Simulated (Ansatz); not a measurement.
Steps of a relaxation of `C=CC([SiH3])S` with RKS PBE-D4/def2-SVP.

```sh
$ ansatz run in.yaml --threads 4 --pin off --events-out ev --progress --plain --max-ram 10444MiB
```

```yaml
crystal:
  periodic: [false, false, false]
  atoms:
    - {symbol: C, position_ang: [-1.213300, -0.234100, 1.741200]}
    - {symbol: C, position_ang: [-0.757200, -0.532400, 0.535300]}
    - {symbol: C, position_ang: [0.011000, 0.403400, -0.358100]}
    - {symbol: Si, position_ang: [1.833200, -0.189700, -0.806800]}
    - {symbol: S, position_ang: [-0.902200, 0.656700, -1.904700]}
    - {symbol: H, position_ang: [-1.129500, 0.818800, 2.149100]}
    - {symbol: H, position_ang: [-1.803700, -0.904500, 2.318100]}
    - {symbol: H, position_ang: [-0.889500, -1.525700, 0.165100]}
    - {symbol: H, position_ang: [0.147800, 1.398400, 0.178900]}
    - {symbol: H, position_ang: [2.594400, -0.358000, 0.443400]}
    - {symbol: H, position_ang: [1.704000, -1.523100, -1.464300]}
    - {symbol: H, position_ang: [2.482900, 0.780200, -1.666000]}
    - {symbol: H, position_ang: [-2.057600, 1.175500, -1.316300]}
basis:
  gaussian: {orbitals: def2-SVP}
hamiltonian: {xc: pbe, dispersion: d4}
relax: {f_tol: 0.03, max_steps: 200}
```

Positions (Å) and forces (eV/Å) along the path, 6 of 6 steps:

```xyz
13
step=1 energy=-21932.0594 eV
C    -1.213   -0.234    1.741   -0.057    2.347    0.672
C    -0.757   -0.532    0.535    1.214    0.615   -0.612
C     0.011    0.403   -0.358    0.571    0.541    0.802
Si    1.833   -0.190   -0.807   -1.464   -0.504    0.510
S    -0.902    0.657   -1.905   -0.723    0.393   -0.248
H    -1.129    0.819    2.149    0.084   -0.804   -0.236
H    -1.804   -0.904    2.318   -0.630   -1.011    0.776
H    -0.889   -1.526    0.165   -0.239   -1.217   -0.612
H     0.148    1.398    0.179   -0.066   -0.592   -0.394
H     2.594   -0.358    0.443    0.267   -0.004    0.472
H     1.704   -1.523   -1.464    0.077   -0.149   -0.190
H     2.483    0.780   -1.666    0.404    0.658   -0.626
H    -2.058    1.175   -1.316    0.562   -0.274   -0.315
13
step=2 energy=-21932.2154 eV
C    -1.254   -0.207    1.735    0.629    0.513    0.654
C    -0.713   -0.529    0.547   -0.388    0.365   -0.285
C     0.002    0.436   -0.355    0.509   -0.104    0.389
Si    1.783   -0.208   -0.780   -0.467    0.007    0.151
S    -0.872    0.668   -1.944   -0.364    0.171   -0.056
H    -1.054    0.790    2.207   -0.251   -0.394   -0.315
H    -1.756   -0.948    2.371   -0.161   -0.091   -0.048
H    -0.906   -1.524    0.125    0.052   -0.265   -0.114
H     0.137    1.423    0.159   -0.020   -0.235   -0.157
H     2.550   -0.351    0.495    0.078   -0.019    0.112
H     1.698   -1.536   -1.477   -0.022   -0.014    0.006
H     2.440    0.785   -1.668    0.193    0.194   -0.200
H    -2.035    1.166   -1.399    0.212   -0.126   -0.138
13
step=3 energy=-21932.2563 eV
C    -1.199   -0.221    1.768   -0.015    0.215   -0.067
C    -0.730   -0.521    0.535   -0.164    0.042    0.255
C     0.002    0.437   -0.357    0.197   -0.128    0.205
Si    1.771   -0.206   -0.774   -0.119    0.043    0.028
S    -0.868    0.689   -1.953   -0.152    0.076   -0.102
H    -1.071    0.798    2.199    0.002   -0.317   -0.108
H    -1.759   -0.954    2.380    0.160    0.083   -0.128
H    -0.907   -1.531    0.118    0.019    0.048   -0.012
H     0.146    1.416    0.155   -0.030   -0.032   -0.041
H     2.541   -0.350    0.508   -0.002   -0.003   -0.006
H     1.684   -1.536   -1.472   -0.012    0.011    0.026
H     2.449    0.788   -1.673    0.043    0.012   -0.018
H    -2.038    1.158   -1.419    0.074   -0.051   -0.032
13
step=4 energy=-21932.2630 eV
C    -1.147   -0.229    1.781   -0.007    0.043    0.049
C    -0.772   -0.491    0.515   -0.025   -0.091    0.021
C    -0.017    0.445   -0.367   -0.058    0.147   -0.120
Si    1.751   -0.201   -0.739    0.017   -0.051   -0.019
S    -0.851    0.685   -1.999   -0.016    0.015   -0.006
H    -0.957    0.751    2.254    0.067   -0.052   -0.009
H    -1.652   -0.990    2.395   -0.079    0.010   -0.011
H    -1.027   -1.465    0.057    0.063   -0.034    0.038
H     0.111    1.438    0.120    0.012   -0.022    0.025
H     2.498   -0.341    0.557   -0.011    0.008    0.000
H     1.678   -1.537   -1.430   -0.012    0.043    0.036
H     2.454    0.786   -1.628    0.021   -0.002   -0.009
H    -2.048    1.114   -1.499    0.029   -0.014    0.006
13
step=5 energy=-21932.2673 eV
C    -1.155   -0.228    1.776   -0.002    0.007   -0.001
C    -0.767   -0.497    0.515    0.023   -0.069    0.040
C    -0.016    0.446   -0.369    0.023    0.072   -0.043
Si    1.753   -0.197   -0.745   -0.006   -0.031   -0.007
S    -0.858    0.691   -1.995   -0.008    0.009    0.012
H    -0.944    0.746    2.250   -0.014   -0.003   -0.016
H    -1.693   -0.974    2.381    0.010   -0.004    0.000
H    -0.993   -1.484    0.070   -0.025    0.023   -0.003
H     0.114    1.434    0.127   -0.012   -0.007    0.008
H     2.500   -0.336    0.552   -0.006    0.010    0.005
H     1.670   -1.535   -1.426    0.002    0.009    0.009
H     2.462    0.783   -1.638    0.005   -0.007   -0.004
H    -2.051    1.115   -1.483    0.009   -0.008    0.000
13
step=6 energy=-21932.2680 eV
C    -1.154   -0.229    1.774   -0.005    0.000    0.008
C    -0.761   -0.499    0.515   -0.021   -0.025    0.003
C    -0.015    0.450   -0.369    0.019    0.024   -0.027
Si    1.753   -0.198   -0.746    0.000   -0.005    0.002
S    -0.861    0.697   -1.992   -0.001    0.006    0.013
H    -0.950    0.747    2.246   -0.001   -0.005   -0.006
H    -1.691   -0.976    2.379    0.011    0.003   -0.006
H    -0.993   -1.483    0.066    0.003    0.012    0.002
H     0.115    1.435    0.130   -0.005   -0.004    0.006
H     2.497   -0.330    0.553   -0.001    0.005    0.000
H     1.669   -1.538   -1.421   -0.002    0.001    0.007
H     2.466    0.776   -1.643    0.002   -0.007   -0.003
H    -2.054    1.113   -1.476    0.000   -0.006    0.000
```

Run time 4.7 s (4 threads of an Intel Xeon 6975P-C on a shared host); peak host memory 0.18 GiB.
